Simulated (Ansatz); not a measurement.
Cost and result up the ladder for BMe2(iBu) (C₆H₁₅B) (22 atoms). Total charge 0; singlet. Geometry: PBE-D4/def2-SVP.

| atom | x (Å) | y (Å) | z (Å) |
| --- | --- | --- | --- |
| B1 | 1.054 | 0.459 | 0.465 |
| C2 | 1.028 | 1.943 | 1.001 |
| C3 | 1.571 | -0.688 | 1.419 |
| C4 | 0.595 | 0.158 | -1.028 |
| C5 | -0.846 | -0.418 | -1.169 |
| C6 | -1.904 | 0.526 | -0.580 |
| C7 | -0.989 | -1.830 | -0.585 |
| H8 | 0.211 | 2.562 | 0.577 |
| H9 | 1.972 | 2.405 | 0.620 |
| H10 | 1.051 | 2.054 | 2.104 |
| H11 | 1.805 | -1.655 | 0.932 |
| H12 | 0.762 | -0.879 | 2.164 |
| H13 | 2.441 | -0.364 | 2.030 |
| H14 | 1.296 | -0.571 | -1.493 |
| H15 | 0.645 | 1.088 | -1.638 |
| H16 | -1.050 | -0.498 | -2.261 |
| H17 | -1.800 | 0.614 | 0.523 |
| H18 | -2.930 | 0.156 | -0.785 |
| H19 | -1.822 | 1.548 | -1.003 |
| H20 | -0.872 | -1.833 | 0.519 |
| H21 | -0.229 | -2.523 | -1.002 |
| H22 | -1.990 | -2.252 | -0.810 |

Ansatz on 4 threads of Arm Neoverse V1 on a shared host. Times are rough, and most runs start from the orbitals of an earlier one. ωB97X-V/def2-TZVP serves as the yardstick here, not as an exact answer. Differences are given only for rows in sets of like size (and for xTB, whose basis is part of the method), since another set adds its own error. Binding counts from free atoms at the same level (B doublet, C triplet, H doublet; other spins of the atoms weren't run), without zero-point energy or a counterpoise term.

Correlated methods freeze 7 core orbitals. The rows differ in basis, and correlated rows in double-zeta sets carry the largest basis error.

Correlated methods converge slowly with the basis, most of all in double-zeta sets.

```json
{"level": "PBE0-D4/def2-TZVP", "functions": "307", "binding energy per atom (eV)": "4.13", "difference from ωB97X-V/def2-TZVP (eV)": "0.02"}
{"level": "PBE0-D4/def2-SVP", "functions": "173", "binding energy per atom (eV)": "4.17", "difference from ωB97X-V/def2-TZVP (eV)": "–"}
{"level": "PBE-D4/def2-SVP", "functions": "173", "binding energy per atom (eV)": "4.20", "difference from ωB97X-V/def2-TZVP (eV)": "–"}
{"level": "HF/def2-TZVP", "functions": "307", "binding energy per atom (eV)": "3.14", "difference from ωB97X-V/def2-TZVP (eV)": "-0.96"}
{"level": "PBE-D4/def2-TZVP (with forces)", "functions": "307", "binding energy per atom (eV)": "4.17", "difference from ωB97X-V/def2-TZVP (eV)": "0.06"}
{"level": "r2SCAN-D4/def2-TZVP", "functions": "307", "binding energy per atom (eV)": "4.11", "difference from ωB97X-V/def2-TZVP (eV)": "0.01"}
{"level": "CAM-B3LYP-D4/def2-TZVP", "functions": "307", "binding energy per atom (eV)": "4.12", "difference from ωB97X-V/def2-TZVP (eV)": "0.02"}
{"level": "ωB97X-V/def2-TZVP", "functions": "307", "binding energy per atom (eV)": "4.10", "difference from ωB97X-V/def2-TZVP (eV)": "0.00"}
{"level": "MP2/def2-TZVP", "functions": "307", "binding energy per atom (eV)": "4.00", "difference from ωB97X-V/def2-TZVP (eV)": "-0.11"}
{"level": "CCSD(T)/def2-SVP", "functions": "173", "binding energy per atom (eV)": "3.96", "difference from ωB97X-V/def2-TZVP (eV)": "–"}
```

Question: Estimate how long each takes.

Answer: PBE-D4/def2-SVP 2.3 s; PBE0-D4/def2-SVP 3.2 s; HF/def2-TZVP 4 s; PBE-D4/def2-TZVP (with forces) 6 s; PBE0-D4/def2-TZVP 7 s; CAM-B3LYP-D4/def2-TZVP 7.5 s; MP2/def2-TZVP 8 s; r2SCAN-D4/def2-TZVP 9 s; ωB97X-V/def2-TZVP 18 s; CCSD(T)/def2-SVP 86 s. On shared hardware such times vary by a factor of up to 3.
